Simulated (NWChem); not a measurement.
Molecule: CHBClF3; SMILES FC(F)(F)BCl

```xyz
7

B      0.8040    -0.5754     0.0503
C      0.0091     0.8144     0.0048
F     -1.3338     0.7235     0.0216
F      0.3593     1.4773    -1.1289
F      0.3777     1.5848     1.0596
Cl    -0.0407    -2.0896     0.0026
H      1.9881    -0.5571     0.1052
```
Atoms are numbered in this order, from 1.

Results from NWChem. Pople sets run with spherical d functions. All runs use the structure optimised with B3LYP/6-31G* (spherical d). Total energies compare along this basis series because the functional is fixed.

```
level                    basis functions  energy (Ha)  highest occupied level (eV)  orbital gap (eV)  dipole (D)
-----------------------  ---------------  -----------  ---------------------------  ----------------  ----------
Hartree-Fock/STO-3G                   35    -811.0867                       -10.32             14.89        1.22
Hartree-Fock/3-21G                    60    -816.8196                       -13.06             14.00        1.80
Hartree-Fock/6-31G*                   90    -820.9620                       -12.83             14.32        1.65
Hartree-Fock/6-31+G*                 114    -820.9759                       -12.97             13.86        1.86
Hartree-Fock/6-311G**                122    -821.0880                       -12.96             14.16        1.82
Hartree-Fock/6-311++G**              147    -821.0966                       -13.00             13.88        1.98
```
